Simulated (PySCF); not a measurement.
CH3Zn, doublet, geometry from GFN2-xTB (such geometries of metal compounds can be far from the true shape) (the spin is typed, not shown lowest), with bond 3-2 at 1.6 times its length; PySCF with B3LYP/6-31G*.

PySCF was given this input:
```python
from pyscf import gto, scf, dft

mol = gto.Mole()
mol.atom = '''
    Zn   -0.38392717   -0.22517148   -0.29469127
    C     1.19468286    0.70067589    0.91700364
    H     2.06362388   -0.54084825    1.76203185
    H     0.74205525    1.38249865    1.62850049
    H     1.86989167    1.24386721    0.26506955
'''
mol.basis = '6-31g*'
mol.spin = 1
mol.verbose = 4
mol.build()

mf = dft.UKS(mol)
mf.xc = 'b3lyp'
mf.DIIS = scf.EDIIS
mf.kernel()
mf.analyze()
```

Write the output that PySCF gives for this input, abridged.


```
PySCF version 2.14.0

[INPUT] verbose = 4
[INPUT] num. atoms = 5
[INPUT] num. electrons = 39
[INPUT] charge = 0
[INPUT] spin (= nelec alpha-beta = 2S) = 1
[INPUT] symmetry False subgroup None
[INPUT] Mole.unit = angstrom
[INPUT] Symbol           X                Y                Z      unit          X                Y                Z       unit  Magmom
[INPUT]  1 Zn    -0.383927170000  -0.225171480000  -0.294691270000 AA   -0.725517203079  -0.425512428263  -0.556885791600 Bohr   0.0
[INPUT]  2 C      1.194682860000   0.700675890000   0.917003640000 AA    2.257623411112   1.324085534186   1.732885734829 Bohr   0.0
[INPUT]  3 H      2.063623880000  -0.540848250000   1.762031850000 AA    3.899683957312  -1.022055067450   3.329757619261 Bohr   0.0
[INPUT]  4 H      0.742055250000   1.382498650000   1.628500490000 AA    1.402281191796   2.612543816081   3.077419919820 Bohr   0.0
[INPUT]  5 H      1.869891670000   1.243867210000   0.265069550000 AA    3.533583138906   2.350568362227   0.500908853462 Bohr   0.0

nuclear repulsion = 68.3304171621792
number of shells = 24
number of NR pGTOs = 136
number of NR cGTOs = 54
basis = 6-31g*
ecp = {}

******** <class 'pyscf.dft.uks.UKS'> ********
method = UKS
initial guess = minao
damping factor = 0
level_shift factor = 0
DIIS = <class 'pyscf.scf.diis.EDIIS'>
diis_start_cycle = 1
diis_space = 8
diis_damp = 0
SCF conv_tol = 1e-09
SCF conv_tol_grad = None
SCF max_cycles = 50
direct_scf = True
direct_scf_tol = 1e-13
number electrons alpha = 20  beta = 19
XC library pyscf.dft.libxc version 7.1.2
    S. Lehtola, C. Steigemann, M. J. T. Oliveira, and M. A. L. Marques,  SoftwareX 7, 1–5 (2018)
XC functionals = b3lyp
    P. J. Stephens, F. J. Devlin, C. F. Chabalowski, and M. J. Frisch,  J. Phys. Chem. 98, 11623 (1994)
radial grids:
    Treutler-Ahlrichs [JCP 102, 346 (1995); DOI:10.1063/1.469408] (M4) radial grids

becke partition: Becke, JCP 88, 2547 (1988); DOI:10.1063/1.454033
pruning grids: <function nwchem_prune>
grids dens level: 3
symmetrized grids: False
atomic radii adjust function: <function treutler_atomic_radii_adjust>
small_rho_cutoff = 0
Set gradient conv threshold to 3.16228e-05
tot grids = 64184
init E= -1818.28369961901

cycle= 1 E= -1818.83075368461  delta_E= -0.547  |g|= 0.242  |ddm|= 1.22
cycle= 2 E= -1818.71241927588  delta_E= 0.118  |g|= 0.469  |ddm|= 0.73
cycle= 3 E= -1818.8539383388  delta_E= -0.142  |g|= 0.171  |ddm|= 0.61
cycle= 4 E= -1818.85393833921  delta_E= -4.14e-10  |g|= 0.171  |ddm|= 1.65e-09
cycle= 5 E= -1818.85393834772  delta_E= -8.51e-09  |g|= 0.171  |ddm|= 3.42e-08
cycle= 6 E= -1818.85393833848  delta_E= 9.24e-09  |g|= 0.171  |ddm|= 3.71e-08
cycle= 7 E= -1818.85393833824  delta_E= 2.43e-10  |g|= 0.171  |ddm|= 9.66e-10
cycle= 8 E= -1818.85393833916  delta_E= -9.24e-10  |g|= 0.171  |ddm|= 3.7e-09
cycle= 9 E= -1818.85393833861  delta_E= 5.49e-10  |g|= 0.171  |ddm|= 2.19e-09
cycle= 10 E= -1818.8432832762  delta_E= 0.0107  |g|= 0.215  |ddm|= 0.0442
cycle= 11 E= -1818.79568829258  delta_E= 0.0476  |g|= 0.333  |ddm|= 0.501
cycle= 12 E= -1818.86773201308  delta_E= -0.072  |g|= 0.0876  |ddm|= 0.388
cycle= 13 E= -1818.86773201061  delta_E= 2.47e-09  |g|= 0.0876  |ddm|= 1.94e-08
cycle= 14 E= -1818.86773201253  delta_E= -1.92e-09  |g|= 0.0876  |ddm|= 1.5e-08
cycle= 15 E= -1818.8677320129  delta_E= -3.69e-10  |g|= 0.0876  |ddm|= 2.86e-09
cycle= 16 E= -1818.86773201278  delta_E= 1.2e-10  |g|= 0.0876  |ddm|= 8.79e-10
cycle= 17 E= -1818.86773201251  delta_E= 2.66e-10  |g|= 0.0876  |ddm|= 2.14e-09
cycle= 18 E= -1818.86773201279  delta_E= -2.83e-10  |g|= 0.0876  |ddm|= 2.22e-09
cycle= 19 E= -1818.85382845783  delta_E= 0.0139  |g|= 0.172  |ddm|= 0.0736
cycle= 20 E= -1818.85205263424  delta_E= 0.00178  |g|= 0.177  |ddm|= 0.307
cycle= 21 E= -1818.8725134464  delta_E= -0.0205  |g|= 0.0167  |ddm|= 0.163
cycle= 22 E= -1818.87251344682  delta_E= -4.25e-10  |g|= 0.0167  |ddm|= 6.7e-08
cycle= 23 E= -1818.87251344642  delta_E= 4.02e-10  |g|= 0.0167  |ddm|= 6.3e-08
cycle= 24 E= -1818.87251344629  delta_E= 1.27e-10  |g|= 0.0167  |ddm|= 2.04e-08
cycle= 25 E= -1818.87251344648  delta_E= -1.81e-10  |g|= 0.0167  |ddm|= 2.89e-08
cycle= 26 E= -1818.87251344646  delta_E= 1.43e-11  |g|= 0.0167  |ddm|= 2.08e-09
cycle= 27 E= -1818.87251344647  delta_E= -1.14e-11  |g|= 0.0167  |ddm|= 2.26e-09
cycle= 28 E= -1818.86396226918  delta_E= 0.00855  |g|= 0.116  |ddm|= 0.097
cycle= 29 E= -1818.86847296884  delta_E= -0.00451  |g|= 0.0809  |ddm|= 0.17
cycle= 30 E= -1818.87216936772  delta_E= -0.0037  |g|= 0.0265  |ddm|= 0.0503
cycle= 31 E= -1818.87216935837  delta_E= 9.34e-09  |g|= 0.0265  |ddm|= 2.66e-07
cycle= 32 E= -1818.87216935929  delta_E= -9.17e-10  |g|= 0.0265  |ddm|= 2.6e-08
cycle= 33 E= -1818.8721693594  delta_E= -1.14e-10  |g|= 0.0265  |ddm|= 3.28e-09
cycle= 34 E= -1818.87216935967  delta_E= -2.61e-10  |g|= 0.0265  |ddm|= 7.6e-09
cycle= 35 E= -1818.87216935919  delta_E= 4.75e-10  |g|= 0.0265  |ddm|= 1.37e-08
cycle= 36 E= -1818.87216935939  delta_E= -1.95e-10  |g|= 0.0265  |ddm|= 5.65e-09
cycle= 37 E= -1818.86933041038  delta_E= 0.00284  |g|= 0.0708  |ddm|= 0.0835
cycle= 38 E= -1818.87194939817  delta_E= -0.00262  |g|= 0.0316  |ddm|= 0.089
cycle= 39 E= -1818.87212164039  delta_E= -0.000172  |g|= 0.027  |ddm|= 0.00794
cycle= 40 E= -1818.87212163877  delta_E= 1.63e-09  |g|= 0.027  |ddm|= 4.29e-08
cycle= 41 E= -1818.87212164068  delta_E= -1.92e-09  |g|= 0.027  |ddm|= 5.02e-08
cycle= 42 E= -1818.87212164039  delta_E= 2.92e-10  |g|= 0.027  |ddm|= 7.44e-09
cycle= 43 E= -1818.8721216407  delta_E= -3.07e-10  |g|= 0.027  |ddm|= 7.83e-09
cycle= 44 E= -1818.87212163912  delta_E= 1.58e-09  |g|= 0.027  |ddm|= 4.11e-08
cycle= 45 E= -1818.87212164107  delta_E= -1.95e-09  |g|= 0.027  |ddm|= 5.08e-08
cycle= 46 E= -1818.87062288624  delta_E= 0.0015  |g|= 0.0551  |ddm|= 0.0714
cycle= 47 E= -1818.87234547361  delta_E= -0.00172  |g|= 0.0189  |ddm|= 0.0646
cycle= 48 E= -1818.8723454757  delta_E= -2.09e-09  |g|= 0.0189  |ddm|= 7.56e-08
cycle= 49 E= -1818.87234547598  delta_E= -2.77e-10  |g|= 0.0189  |ddm|= 1e-08
cycle= 50 E= -1818.87234547273  delta_E= 3.24e-09  |g|= 0.0189  |ddm|= 1.17e-07
SCF not converged.
SCF energy = -1818.87234547273 after 50 cycles  <S^2> = 0.75703985  2S+1 = 2.0070275
**** SCF Summaries ****
Total Energy =                       -1818.872345472734878
Nuclear Repulsion Energy =              68.330417162179160
One-electron Energy =                -2671.974385494799208
Two-electron Energy =                  784.771622859885156
Two-electron Coulomb Energy =          862.386744357016028
DFT Exchange-Correlation Energy =      -77.615121497130914
**** MO energy ****
                             alpha | beta                alpha | beta
MO #1   energy= -347.21783118027   | -347.217188829665  occ= 1 | 1
MO #2   energy= -42.1846871318912  | -42.1838348054752  occ= 1 | 1
MO #3   energy= -37.1688271406063  | -37.1680586164757  occ= 1 | 1
MO #4   energy= -37.1684120226169  | -37.168037675637   occ= 1 | 1
MO #5   energy= -37.1683813255975  | -37.1672377767205  occ= 1 | 1
MO #6   energy= -10.2007713676417  | -10.193607004446   occ= 1 | 1
MO #7   energy= -4.7684574927458   | -4.76620292525417  occ= 1 | 1
MO #8   energy= -3.16003734019711  | -3.15818249241567  occ= 1 | 1
MO #9   energy= -3.15995749949187  | -3.15809253368582  occ= 1 | 1
MO #10  energy= -3.15822193408144  | -3.15572808061117  occ= 1 | 1
MO #11  energy= -0.650033667626529 | -0.635245635403456 occ= 1 | 1
MO #12  energy= -0.42507480628412  | -0.420136033115531 occ= 1 | 1
MO #13  energy= -0.422740213105526 | -0.417211705177097 occ= 1 | 1
MO #14  energy= -0.418972703806342 | -0.416849897492898 occ= 1 | 1
MO #15  energy= -0.418779808174916 | -0.416671019861059 occ= 1 | 1
MO #16  energy= -0.418218330479762 | -0.415983693125788 occ= 1 | 1
MO #17  energy= -0.393467176176851 | -0.388740835674077 occ= 1 | 1
MO #18  energy= -0.317980810151163 | -0.30456870886747  occ= 1 | 1
MO #19  energy= -0.283740300630463 | -0.261779749569302 occ= 1 | 1
MO #20  energy= -0.180645724109525 | -0.0960695849359556 occ= 1 | 0
MO #21  energy= -0.0335549774840791 | -0.0250296200982438 occ= 0 | 0
MO #22  energy= -0.0229813380916593 | -0.0139624344940237 occ= 0 | 0
MO #23  energy= -0.00299940889364647 | 0.00659273014061457 occ= 0 | 0
MO #24  energy= 0.0606129989554125 | 0.0721961769668682 occ= 0 | 0
MO #25  energy= 0.119533633922719  | 0.130117594810019  occ= 0 | 0
MO #26  energy= 0.163074902415065  | 0.168352531449922  occ= 0 | 0
MO #27  energy= 0.190254633734173  | 0.197995792102338  occ= 0 | 0
MO #28  energy= 0.218638934237407  | 0.225288478955405  occ= 0 | 0

To work with the spin densities directly, `use mulliken_meta_spin()` only printing them here.

 ** Mulliken spin pop alpha/beta on meta-lowdin orthogonal AOs **
 ** Mulliken Spin Density (per AO)  **
spin_pop of  0 Zn 1s        0.00000
spin_pop of  0 Zn 2s        0.00000
spin_pop of  0 Zn 3s        0.00001
spin_pop of  0 Zn 4s        0.38910
spin_pop of  0 Zn 5s        0.00741
spin_pop of  0 Zn 2px       0.00000
spin_pop of  0 Zn 2py       0.00000
spin_pop of  0 Zn 2pz       0.00000
spin_pop of  0 Zn 3px       0.00000
spin_pop of  0 Zn 3py      -0.00000
spin_pop of  0 Zn 3pz       0.00000
spin_pop of  0 Zn 4px       0.05070
spin_pop of  0 Zn 4py       0.01455
spin_pop of  0 Zn 4pz       0.03040
spin_pop of  0 Zn 5px       0.00076
spin_pop of  0 Zn 5py       0.00022
spin_pop of  0 Zn 5pz       0.00044
spin_pop of  0 Zn 3dxy      0.00339
spin_pop of  0 Zn 3dyz      0.00201
spin_pop of  0 Zn 3dz^2    -0.00007
spin_pop of  0 Zn 3dxz      0.00682
spin_pop of  0 Zn 3dx2-y2    0.00134
spin_pop of  0 Zn 4dxy      0.00002
spin_pop of  0 Zn 4dyz      0.00001
spin_pop of  0 Zn 4dz^2    -0.00001
spin_pop of  0 Zn 4dxz      0.00003
spin_pop of  0 Zn 4dx2-y2   -0.00000
spin_pop of  0 Zn 4f-3      0.00001
spin_pop of  0 Zn 4f-2      0.00001
spin_pop of  0 Zn 4f-1      0.00000
spin_pop of  0 Zn 4f+0      0.00000
spin_pop of  0 Zn 4f+1      0.00000
spin_pop of  0 Zn 4f+2      0.00000
spin_pop of  0 Zn 4f+3      0.00000
spin_pop of  1 C 1s       -0.00000
spin_pop of  1 C 2s        0.09237
spin_pop of  1 C 3s        0.00704
spin_pop of  1 C 2px       0.17021
spin_pop of  1 C 2py       0.11888
spin_pop of  1 C 2pz       0.09901
spin_pop of  1 C 3px       0.00601
spin_pop of  1 C 3py       0.00245
spin_pop of  1 C 3pz       0.00348
spin_pop of  1 C 3dxy      0.00004
spin_pop of  1 C 3dyz     -0.00002
spin_pop of  1 C 3dz^2    -0.00000
spin_pop of  1 C 3dxz      0.00008
spin_pop of  1 C 3dx2-y2    0.00005
spin_pop of  2 H 1s        0.00345
spin_pop of  2 H 2s       -0.00008
spin_pop of  3 H 1s       -0.00537
spin_pop of  3 H 2s        0.00032
spin_pop of  4 H 1s       -0.00537
spin_pop of  4 H 2s        0.00032
 ** Mulliken Spin Density (per atom)  **
spin density of  0 Zn =      0.50715
spin density of  1 C =      0.49959
spin density of  2 H =      0.00336
spin density of  3 H =     -0.00505
spin density of  4 H =     -0.00505
 ** Mulliken pop alpha/beta on meta-lowdin orthogonal AOs **
 ** Mulliken pop       alpha | beta **
In total            20.00000 | 19.00000
 ** Mulliken atomic charges   ( Nelec_alpha | Nelec_beta ) **
charge of  0Zn =      0.40196  (    15.05260     14.54544 )
charge of  1C =     -0.57996  (     3.53977      3.04018 )
charge of  2H =     -0.04415  (     0.52376      0.52039 )
charge of  3H =      0.11107  (     0.44194      0.44699 )
charge of  4H =      0.11107  (     0.44194      0.44699 )
Dipole moment(X, Y, Z, Debye): -0.37106,  0.58483, -0.36640
```

Convergence was not reached.
